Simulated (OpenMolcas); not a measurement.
# W4+: moving the ligands

W4+ with 6 ligands (fluoride) in octahedral coordination (Oh) at 1.97 Å. A charge of +0.333 e stands 2.6 Å behind each ligand. Ligand basis ANO-RCC-VDZP.
```
W     0.0000    0.0000    0.0000
F     1.9700    0.0000    0.0000
F     0.0000    1.9700    0.0000
F    -1.9700    0.0000    0.0000
F     0.0000   -1.9700    0.0000
F     0.0000    0.0000    1.9700
F     0.0000    0.0000   -1.9700
```

```json
{
 "Program": "OpenMolcas",
 "Method": "SS-CASPT2, IPEA 0.25 Eh, imaginary shift 0.1 Eh (the lowest 17 gerade and 15 ungerade orbitals frozen, chosen by energy and not by shell, so the metal 5p can be frozen and 4f correlated)",
 "Basis": "ANO-RCC-VTZP [8s7p5d3f2g1h]",
 "Scalar Hamiltonian": "DKH2, point nucleus",
 "Active space": "2 electrons in 5 orbitals (5d)",
 "State averaging": "2S+1 = 3 even, 10 roots; 2S+1 = 1 even, 15 roots",
 "Spin-orbit coupling": "RASSI with atomic mean-field integrals over the reference wave functions"
}
```

Runs around this geometry, states (labels of O, the rotations of Oh). Energies in cm-1 above the lowest state or level, χT in cm3 K/mol; under a threefold ground state the first gap can be a small split of the lowest multiplet, not the spin-orbit step; 10Dq and B are least-squares fits to the states below 45000 cm-1, weighted by degeneracy, with a free offset, and given where the rms deviation is under 5 % of |10Dq| (or 100 cm-1) and under 700 cm-1.

| R (Å) | Ground state | First state of that spin | 10Dq | B (rms of fit) | First gap with spin-orbit (degeneracies) | χT at 300 K | First state of another spin |
| --- | --- | --- | --- | --- | --- | --- | --- |
| 1.91 | 3T1 | 3T2 37520 | 38894 | 530 (15) | 230 (2, 3) | 0.140 | 1T2 7670 |
| 1.97 | 3T1 | 3T2 32910 | 33937 | 554 (168) | 260 (2, 3) | 0.124 | 1T2 7790 |
| 2.02 | 3T1 | 3T2 29510 | 30405 | 555 (194) | 300 (2, 3) | 0.111 | 1T2 7800 |

Taking |10Dq| as R^-n, n = -ln(30405 / 38894) / ln(2.02 / 1.91) = 4.4 between the shortest and longest distance. The point-charge formula for a cubic d site gives n = 5.

Roots that are degenerate in the reference are averaged as groups; the widest CASPT2 spread within a group is 540 cm-1 (the 3-fold group of multiplicity 1 near 39900 cm-1 above the lowest state of its run, R = 2.02). Shifts and gaps below about the spread of the groups concerned are not significant. Over all roots computed the reference weight is 0.70 to 0.72 in R = 1.91, 0.70 to 0.71 in R = 1.97, 0.70 to 0.71 in R = 2.02; a low but even weight reflects the number of correlated electrons. An orbital triplet at a regular site is open to Jahn-Teller coupling, which can distort the site and quench the lowest spin-orbit gaps and is left out. Ligand-to-metal charge-transfer states are missing. With no ligand orbital active B as a rule stays too high, so bands that hang on it stand too high and its fall with covalency is understated. With one d shell and no ligand orbital active, 10Dq can be off by a tenth or more. The least metal-like active orbital is 76 % on the metal (Löwdin) and no ligand orbital is active, so the numbers are rough (holds for R = 1.91). The least metal-like active orbital is 77 % on the metal (Löwdin) and no ligand orbital is active, so the numbers are rough (holds for R = 1.97). The least metal-like active orbital is 78 % on the metal (Löwdin) and no ligand orbital is active, so the numbers are rough (holds for R = 2.02). No measured value stands beside these numbers; the geometry was imposed, not optimised, and the real ion may take another.
